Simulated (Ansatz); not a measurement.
Geometry optimisation, Ansatz, UKS PBE0-D4/STO-3G.

Input file:

```yaml
crystal:
  periodic: [false, false, false]
  atoms:
    - { symbol: B, position_ang: [-1.5037, 0.5536, -0.4154] }
    - { symbol: C, position_ang: [-0.1248, -0.0828, -0.5429] }
    - { symbol: Si, position_ang: [-0.086, -1.5933, 0.5358] }
    - { symbol: Si, position_ang: [1.2737, 1.143, -0.0167] }
    - { symbol: F, position_ang: [1.17, 2.475, -1.0413] }
    - { symbol: H, position_ang: [-2.2311, 0.7276, -1.3886] }
    - { symbol: H, position_ang: [-1.9185, 0.9967, 0.6189] }
    - { symbol: H, position_ang: [0.1007, -0.3645, -1.6006] }
    - { symbol: H, position_ang: [-0.2845, -1.191, 1.9912] }
    - { symbol: H, position_ang: [1.273, -2.2224, 0.4559] }
    - { symbol: H, position_ang: [-1.0952, -2.5524, 0.1466] }
    - { symbol: H, position_ang: [2.5376, 0.4963, -0.0878] }
    - { symbol: H, position_ang: [0.9093, 1.5795, 1.3598] }
magnetization:
  spin_polarized: true
basis:
  gaussian: { orbitals: STO-3G }
hamiltonian:
  xc: pbe0
  dispersion: d4
relax:
  f_tol: 0.02
  max_steps: 40
```

Launched with:

```bash
$ ansatz run input.yaml --threads 1 --pin off --max-ram 2048MiB --backend cpu --events-out ev --progress --plain --runs-dir out
```

Problem. Where does it end, and by what steps?

Solution. It converged. Limits of this set-up: minimal basis. After 6 steps the energy has fallen by 0.345 eV; H6 moved furthest, 0.13 Å.

```tsv
step	energy less start (eV)	largest force component (eV/Å)	accepted
0	0.0000	2.571	yes
1	-0.2477	1.027	yes
2	-0.3294	0.475	yes
3	-0.3418	0.201	yes
4	-0.3439	0.080	yes
5	-0.3449	0.037	yes
6	-0.3451	0.011	yes
```

```xyz
13
Properties=species:S:1:pos:R:3
B -1.519 0.564 -0.457
C -0.122 -0.049 -0.575
Si -0.069 -1.558 0.557
Si 1.212 1.147 -0.003
F 1.215 2.488 -0.949
H -2.260 0.602 -1.365
H -1.884 1.000 0.571
H 0.104 -0.386 -1.592
H -0.254 -1.161 1.932
H 1.216 -2.203 0.424
H -1.098 -2.503 0.196
H 2.507 0.501 -0.098
H 0.972 1.523 1.375
```

Run time: 36 s on 1 thread of Arm Neoverse V1 (shared host), peak memory 0.18 GiB.
